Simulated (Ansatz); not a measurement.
System: C$_{2}$H$_{6}$BBrO$_{2}$ (charge 0, singlet). SMILES: COB(Br)OC
Structure (B3LYP-D3(BJ)/def2-TZVP (Ansatz, an electronic-structure program) minimum search):
```xyz
12

C      2.5118    -0.0751    -0.7059
O      1.2549    -0.2633    -1.3452
B      0.0544    -0.1685    -0.7487
Br    -0.0853     0.2639     1.1729
O     -1.0489    -0.3741    -1.4877
C     -2.3871    -0.3108    -1.0089
H      3.2776    -0.2217    -1.4645
H      2.5922     0.9321    -0.2953
H      2.6511    -0.7984     0.0984
H     -2.5545    -1.0488    -0.2236
H     -2.6134     0.6817    -0.6173
H     -3.0363    -0.5253    -1.8551
```
Charge 0, spin multiplicity 1.

Wanted: vertical ionisation energy (to the doublet state of charge +1; each state is the SCF solution reached for its spin), in eV. Cores are frozen in the correlated levels unless marked. UHF or UKS for open shells. Spin-orbit coupling is left out. The frozen core is the preceding noble-gas configuration, with the filled d and f shells of earlier blocks. Non-relativistic. 

| level | program | vertical ionisation energy (eV) |
|---|---|---|
| HF/aug-cc-pVTZ | Ansatz | 9.86 |
| HF/aug-cc-pVQZ | Ansatz | 9.86 |
| r2SCAN/def2-TZVPD | Ansatz | 10.09 |
| B3LYP/def2-TZVPD | Ansatz | 10.35 |
| CAM-B3LYP/def2-TZVPD | Ansatz | 10.74 |
| wB97M-V/def2-TZVPD | Ansatz | 10.78 |
| wB97X-V/def2-TZVPD | Ansatz | 10.84 |
| RI-MP2/aug-cc-pVTZ | Ansatz | 10.86 |
| CCSD/aug-cc-pVDZ | Ansatz | 10.65 |
